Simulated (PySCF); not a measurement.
Input for PySCF: R-M06-2X/def2-TZVPP on BFH2OSe (SMILES OB(F)[SeH]), a point of a torsion scan.

```python
from pyscf import gto, dft

mol = gto.M(
    atom='''
    O    -1.00493057   -0.81188162    0.28011470
    B    -0.25986123    0.26554357    0.12317022
    F    -0.68420224    1.29347894   -0.59957313
    Se    1.57295325    0.25056752    0.82889795
    H    -1.88240159   -0.84424323   -0.10589378
    H     1.95719840   -0.95755187    0.15689502
    ''',
    basis='def2-tzvpp',
    charge=0, spin=0, verbose=4, max_memory=1800)
mf = dft.RKS(mol, xc='m062x').density_fit(auxbasis='def2-universal-jkfit')
mf.grids.level = 4
mf.conv_tol = 1e-9
mf.max_cycle = 150
mf.kernel()
mf.dip_moment()
```

**Question.** Give the final energy of this run.

**Answer.** -2602.8451 hartree.
